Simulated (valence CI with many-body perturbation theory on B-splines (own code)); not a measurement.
# In18+: electric-dipole lines

Computed by relativistic CI+MBPT: three valence electrons over a frozen Dirac-Fock core [Ar] 3d10, radial functions for each j: 11 s, 11 p, 10 d, 8 f, 5 g, 2 h, with the one-electron correlation potential Σ1 (screened to all orders), the two-electron term Σ2, the three-electron term Σ3, Breit, model QED; selected single and double excitations, second order for the rest, scaled by the run's own slope (own B-spline code, finite nucleus).

No measured spectrum was set against this ion. As an estimate, levels hold to about 250 cm⁻¹ or 0.2 % of their energy and the worst to 1 %, as in measured heavy ions of charge 2 to 7; those with d or f electrons hold less well.

Lines 51 to 100 of 562 in falling wavelength, among levels below 2106400 cm⁻¹, chosen from the strongest by gf and those to the six lowest levels. Wavelengths and rates use the calculated energies, so an error of 2000 cm⁻¹ moves a line at 258.1 Å by 0.52 % and its rate by three times that or more. Electric multipoles are in the length gauge, E1 and E2 with the static RPA response of the core. Weak lines are less certain than strong ones. Lines between different terms over intervals too small for the method are left out, as are lines whose strength nearly cancels. Where a level lies close to another of its J and parity, the split of strength between their lines is uncertain. The highest levels of a list are the least certain.

Names give the largest LS component (configuration and term), which can be under half, so a name can repeat, a term be missing and a line seem to break the LS rules; names also repeat where a configuration has a term twice. Letters in brackets count levels of one name in rising energy.

```tsv
λ vac (Å)	Upper	Lower	A (s⁻¹)	log gf	Branch %
258.1	4s.4p2 2D_5/2	4s2.4p 2P°_3/2	6.35e+09	-0.42	100.0
257.2	4p2.4d 4F_9/2	4s.4p.4d 4F°_9/2	1.12e+10	0.05	46.0
256.9	4s.4p2 2P_1/2	4s2.4p 2P°_3/2	2.45e+09	-1.32	3.6
256.7	4p2.4d 2F_7/2 [b]	4s.4p.4d 2F°_5/2 [b]	3.99e+09	-0.50	1.9
255.4	4p2.4d 2F_7/2 [b]	4s.4p.4d 2F°_7/2 [b]	7.19e+09	-0.25	3.4
254.8	4p2.4f 4F°_9/2	4s.4d2 2F_7/2	5.09e+09	-0.30	2.8
254.7	4p3 4S°_3/2 [a]	4s.4p2 4P_5/2	1.84e+10	-0.14	41.1
253.3	4p.4d2 4G°_11/2 [b]	4s.4d2 4F_9/2	8.51e+09	-0.01	24.2
252.4	4p3 4S°_3/2 [b]	4s.4p2 2D_3/2	3.34e+09	-0.89	5.8
251.9	4p2.4d 4P_5/2	4s.4p.4d 4D°_7/2	1.29e+10	-0.13	6.5
250.2	4p2.4f 4G°_11/2	4s.4p.4f 4F_9/2 [b]	8.40e+09	-0.02	4.3
249.8	4p2.4d 4D_7/2	4s.4p.4d 2D°_5/2 [a]	8.07e+09	-0.22	22.6
249.5	4p2.4d 2D_5/2 [c]	4s.4p.4d 2D°_5/2 [b]	7.39e+09	-0.38	4.6
249.4	4p2.4d 4P_3/2	4s.4p.4d 4D°_5/2	8.48e+09	-0.50	4.2
249.3	4p.4d2 4D°_7/2 [a]	4s.4d2 4P_5/2	5.85e+09	-0.36	4.4
249.3	4p3 2D°_5/2	4s.4p2 2D_3/2	3.97e+09	-0.65	16.8
248.8	4p.4d2 4F°_9/2	4s.4p.4f 4G_11/2	3.35e+09	-0.51	1.5
248.6	4p.4d2 2G°_9/2 [b]	4s.4d2 2F_7/2	3.46e+09	-0.49	1.6
248.4	4p2.4d 2G_7/2	4s.4p.4d 2F°_5/2 [a]	4.99e+09	-0.43	12.4
248.2	4p2.4f 4G°_5/2	4s.4p.4f 4F_7/2 [a]	5.59e+09	-0.51	3.2
246.4	4p.4d2 4P°_5/2	4s.4d2 4P_3/2	7.09e+09	-0.41	5.5
245.9	4p2.4f 4G°_9/2 [b]	4s.4d2 2G_9/2	7.30e+09	-0.18	5.2
245.9	4p2.4d 4F_7/2	4s.4p.4d 4P°_5/2	1.25e+10	-0.04	40.8
245.9	4s.4p.4d 2F°_7/2 [a]	4s2.4d 2D_5/2	9.77e+09	-0.15	17.0
244.2	4p.4d2 4G°_11/2 [a]	4s.4p.4f 4F_9/2 [a]	1.34e+10	0.16	63.2
243.0	4p.4d2 2G°_9/2 [b]	4s.4p.4f 2F_7/2 [b]	4.74e+09	-0.38	2.2
242.2	4p2.4d 2F_7/2 [a]	4s.4p.4d 4F°_7/2	5.33e+09	-0.43	24.2
241.7	4p.4d2 2G°_9/2 [a]	4s.4p.4f 2F_7/2 [a]	4.54e+09	-0.40	2.6
241.6	4p2.4d 2F_7/2 [b]	4s.4p.4d 2F°_7/2 [a]	4.34e+09	-0.52	2.1
239.1	4p3 4S°_3/2 [a]	4s.4p2 4P_3/2	7.08e+09	-0.61	15.8
239.1	4s.4p.4d 2P°_3/2 [a]	4s2.4d 2D_3/2	9.38e+09	-0.49	5.3
238.6	4p2.4f 2G°_7/2 [b]	4s.4p.4f 4F_9/2 [a]	8.73e+09	-0.22	11.4
237.4	4p2.4d 4D_7/2	4s.4p.4d 4D°_7/2	4.75e+09	-0.49	13.3
236.8	4p2.4f 4G°_11/2	4s.4p.4f 4G_11/2	1.90e+10	0.28	9.8
236.6	4p2.4f 4F°_7/2	4s.4p.4f 4D_5/2	8.03e+09	-0.27	3.8
236.1	4p2.4f 2G°_9/2	4s.4p.4f 4G_7/2	1.10e+10	-0.04	9.0
235.8	4s.4p.4f 2G_9/2 [a]	4s2.4f 2F°_7/2	1.54e+10	0.11	8.0
235.8	4p2.4f 4F°_7/2	4s.4p.4f 4F_9/2 [b]	5.68e+09	-0.42	2.7
235.4	4p.4d2 4F°_9/2	4s.4d2 4F_7/2	7.70e+09	-0.19	3.5
235.0	4p2.4d 2F_5/2 [a]	4s.4p.4d 4F°_5/2	6.90e+09	-0.47	31.4
234.8	4p2.4f 4G°_9/2 [a]	4s.4p.4f 4F_9/2 [a]	6.70e+09	-0.26	7.2
234.7	4p2.4f 4F°_9/2	4s.4p.4f 4F_7/2 [b]	6.18e+09	-0.29	3.4
234.5	4p2.4f 4F°_9/2	4s.4p.4f 4F_9/2 [b]	4.64e+09	-0.42	2.6
234.4	4p.4d2 4F°_9/2	4s.4d2 4F_9/2	7.44e+09	-0.21	3.4
233.1	4s.4p.4d 2F°_7/2 [b]	4s2.4d 2D_5/2	2.04e+10	0.12	12.0
233.0	4p.4d2 4F°_7/2	4s.4p.4f 4G_7/2	5.41e+09	-0.45	3.1
231.7	4p2.4f 4G°_9/2 [b]	4s.4p.4f 2G_7/2 [a]	8.99e+09	-0.14	6.5
230.9	4s.4p2 2D_3/2	4s2.4p 2P°_1/2	1.80e+10	-0.24	97.1
230.8	4p2.4f 4G°_11/2	4s.4d2 2G_9/2	8.71e+09	-0.08	4.5
230.3	4p2.4d 4F_9/2	4s.4p.4d 4F°_7/2	6.83e+09	-0.27	28.1
```
